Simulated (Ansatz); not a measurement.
Q: Name a neutral molecule of O, S, Zr and H with ideal-gas entropy at 298 K and 1 bar (rigid rotor, harmonic PBE0-D4/def2-TZVP) between 421 and 437 J/(mol·K) and zero-point energy (PBE0-D4/def2-TZVP) between 109 and 125 kJ/mol (Ansatz, PBE0-D4/def2-TZVP geometry).

A: `[OH][Zr]([OH])([OH])[SH]` (427 J/(mol·K), 119.2 kJ/mol). Other molecules can fit too; these were computed, each in one conformer that needn't be the lowest.
